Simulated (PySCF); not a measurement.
C5H15BSi, SMILES B(C)(C)C[SiH](C)C, singlet at its GFN2-xTB optimised geometry (Å):

```
22

Si    -1.0101    -1.9766     1.8693
C     -1.9667    -3.6248     1.8935
C     -1.9221    -0.7067     2.9548
C     -0.8942    -1.3615     0.0556
B     -0.1084    -0.0169     0.0000
C      1.4715    -0.0169     0.0000
C     -0.8800     1.3625     0.0000
H      0.3414    -2.2001     2.4206
H     -2.9728    -3.5126     1.4993
H     -2.0544    -4.0057     2.9062
H     -1.4667    -4.3850     1.3013
H     -2.9234    -0.5091     2.5821
H     -1.3904     0.2392     2.9813
H     -2.0196    -1.0597     3.9771
H     -0.4070    -2.1571    -0.5072
H     -1.9135    -1.2740    -0.3219
H      1.9135    -0.9576    -0.3200
H      1.8180     0.1625     1.0185
H      1.8965     0.7794    -0.6081
H     -1.8760     1.3013     0.4328
H     -1.0106     1.6955    -1.0306
H     -0.3372     2.1571     0.5085
```

Method: PySCF with CAM-B3LYP/def2-SVP. Cells within 0.4 Å of a nucleus heavier than hydrogen are left out (blank, or x).

Map of the deformation density (molecule minus spherical neutral atoms) (e/bohr³) on the plane z = 0.0 Å:

```
|00000000000000000000000000000|
|00000000000000000000000000000|
|00000000000000000000000000000|
|00000000000000000000000000000|
|00000000000000000000000000000|
|00000000000000000000000000000|
|00000000000000000000000000000|
|00000000000122100000000000000|
|00000000000154100000000000000|
|00000000243xx2000000000000000|
|00000000366xx2000000000000000|
|00000000132696200001100000000|
|00000000000387311003310000000|
|0000000000025xx454xx300000000|
|0000000000003xx789xx200000000|
|0000000000025xx455xx410000000|
|00000000001387311126620000000|
|00000000243695200014410000000|
|00000000487xx2000001100000000|
|00000000344xx2000000000000000|
|00000000010254100000000000000|
|00000000000132000000000000000|
|00000000000010000000000000000|
|00000000000000000000000000000|
|00000000000000000000000000000|
|00000000000000000000000000000|
|00000000000000000000000000000|
|00000000000000000000000000000|
|00000000000000000000000000000|
```
Scale: ten equal steps from -0.010 (start of '0') to 0.090 (end of '9'), in the order '0123456789'; x runs from -4.50 to 4.50, y from -4.50 (bottom) to 4.50 (top).
